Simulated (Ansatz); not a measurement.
C2H9NOSi can be A, `NCOC[SiH3]`, or B, `CC(O)N[SiH3]`.

Calculated with Ansatz (gas phase, PBE0-D4/def2-TZVP geometries, no zero-point term in ΔE). CCSD(T)/CBS is the MP2 limit (def2-TZVPP, def2-QZVPP) plus CCSD(T) − MP2 in def2-TZVPP, frozen cores. DFT in def2-TZVPP. B3LYP here is the variant with VWN-RPA as its local correlation; programs differ in this. One conformer a species, not always the lowest.

Question: Which is lower in electronic energy at CCSD(T)/CBS, and by how much? (An estimate is asked.)

Answer: Computed: B, by 126.3 kJ/mol.

Question: Give E(B) − E(A) in kJ/mol with B3LYP, r2SCAN-D4, PBE-D4, CCSD/def2-TZVPP, B2PLYP, CCSD(T)/def2-TZVPP, PBE0-D4. (Estimate.)

Answer: Computed: B3LYP -115.3, r2SCAN-D4 -121.8, PBE-D4 -112.3, CCSD/def2-TZVPP -124.6, B2PLYP -121.3, CCSD(T)/def2-TZVPP -123.9, PBE0-D4 -118.5. None reverses the order clearly.

Largest T1 diagnostic: 0.011.

The D4 term adds −3.0 kJ/mol with B3LYP and −1.5 kJ/mol with PBE0; it sums over pairs of atoms, weighted by their polarisabilities, and B3LYP, whose exchange is more repulsive, gets the larger term. From PBE to PBE0 (25 % exact exchange), in def2-TZVPP and without D4, E(B) − E(A) moves by −6.5 kJ/mol.
